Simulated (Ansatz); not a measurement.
Basis sets compared for Ga12N12 (started as a model of: (GaN)12 cage of four- and six-membered rings). Total charge 0; singlet. Geometry PBE-D4/def2-SVP. Ansatz on 4 threads of AMD EPYC 7R13 on a shared host and a share (37 GiB) of an NVIDIA H100 80GB HBM3; times are rough, and most runs start from earlier orbitals.

```xyz
24

Ga    1.931    0.868   -1.892
Ga   -0.490    1.838   -2.108
Ga    1.004    2.612    0.480
Ga    2.658    0.057    0.997
Ga    2.004   -1.926   -0.580
Ga   -0.255   -1.207   -2.558
Ga   -1.004   -2.612   -0.480
Ga   -2.658   -0.057   -0.997
Ga   -2.004    1.926    0.580
Ga    0.255    1.207    2.558
Ga    0.490   -1.838    2.108
Ga   -1.932   -0.868    1.892
N     0.447    0.436   -3.052
N     1.146    2.554   -1.367
N     1.989    1.591    1.794
N     2.975   -0.282   -0.879
N     2.176   -1.783    1.340
N     0.598   -2.628   -1.563
N    -1.989   -1.591   -1.794
N    -2.175    1.783   -1.340
N    -0.597    2.628    1.563
N    -2.975    0.282    0.879
N    -1.146   -2.554    1.367
N    -0.447   -0.436    3.052
```

Single mean-field runs in def2-SVP, def2-TZVP are fitted with def2-universal-jkfit.

Binding counts from free atoms (Ga doublet, N quartet) in the same basis, without a counterpoise term.

```tsv
level	functions	energy (Eh)	HOMO (eV)	LUMO (eV)	binding per atom (eV)	wall time
PBE-D4/def2-SVP	552	-23748.2350	-5.79	-4.05	3.88	6 s
PBE0-D4/def2-SVP	552	-23748.6543	-6.94	-3.19	3.67	6.5 s
```

**Question.** Estimate the rows for PBE-D4/def2-TZVP (with forces), PBE0-D4/def2-TZVP.

**Answer.** 
| level | functions | energy (Eh) | HOMO (eV) | LUMO (eV) | binding per atom (eV) | wall time |
| --- | --- | --- | --- | --- | --- | --- |
| PBE-D4/def2-TZVP (with forces) | 948 | -23751.9534 | -5.76 | -4.11 | 3.84 | 12 s |
| PBE0-D4/def2-TZVP | 948 | -23752.3663 | -6.89 | -3.25 | 3.65 | 17 s |
